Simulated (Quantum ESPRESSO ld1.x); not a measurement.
Neutral argon, 18 electrons, occupied as [Ar] (the NIST ground configuration). Calculated with ld1.x of Quantum ESPRESSO 7.5: scalar-relativistic Kohn-Sham, LDA (Slater exchange, VWN5 correlation), spin-unpolarised, spherical densities, point nucleus.

Radial electron density D(r) = 4 pi r^2 rho(r):

| r (bohr) | D(r) (e/bohr) |
|---|---|
| 0.00315 | 0.4487 |
| 0.004004 | 0.7003 |
| 0.005142 | 1.103 |
| 0.006536 | 1.689 |
| 0.008309 | 2.550 |
| 0.01067 | 3.847 |
| 0.01356 | 5.580 |
| 0.01724 | 7.872 |
| 0.02192 | 10.72 |
| 0.02815 | 14.10 |
| 0.03578 | 17.31 |
| 0.04549 | 19.84 |
| 0.0584 | 20.90 |
| 0.07425 | 19.96 |
| 0.09439 | 17.54 |
| 0.12 | 15.18 |
| 0.1541 | 14.81 |
| 0.1959 | 17.14 |
| 0.249 | 20.24 |
| 0.3197 | 20.70 |
| 0.4064 | 16.68 |
| 0.5167 | 10.30 |
| 0.6568 | 5.589 |
| 0.8434 | 4.574 |
| 1.072 | 5.503 |
| 1.363 | 5.550 |
| 1.75 | 4.003 |
| 2.225 | 2.126 |
| 2.828 | 0.8286 |
| 3.595 | 0.2304 |
| 4.616 | 0.03975 |
| 5.869 | 0.004447 |

D(r) has 3 maxima, at r = 0.0584, 0.289, 1.22 bohr, and minima at 0.141, 0.794 bohr, inside which lie 2.17, 10.35 electrons.
